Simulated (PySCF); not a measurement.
Electron correlation in Ge⁺ (germanium, charge +1)

[Ar] 3d10 4s2 4p1, 2P determinant. All numbers are calculated (PySCF 2.14, the spin-free X2C one-electron Hamiltonian (Gaussian nucleus), in x2c-QZVPPall). Frozen: [Ne]; 21 electrons correlated.

MP2 pair energies summed by pair of shells (mhartree):

```
 pair   energy  share (%)
3d-3d  -392.92       47.8
3p-3d  -186.76       22.7
3d-4s   -52.00        6.3
3p-3p   -50.99        6.2
3s-3d   -49.76        6.1
4s-4s   -22.25        2.7
3s-3p   -20.65        2.5
4s-4p   -17.54        2.1
3d-4p   -13.60        1.7
3p-4s    -7.79        0.9
3s-3s    -3.69        0.4
3p-4p    -1.93        0.2
3s-4s    -1.08        0.1
3s-4p    -0.31        0.0
```

Total MP2 correlation energy: -821.27 mhartree.

Same-spin part -275.29 and opposite-spin part -545.99 mhartree; SCS-MP2 scales them by 1/3 and 6/5 to -746.95 mhartree.

This basis was not built for core-valence correlation, so the inner-shell part is incomplete.
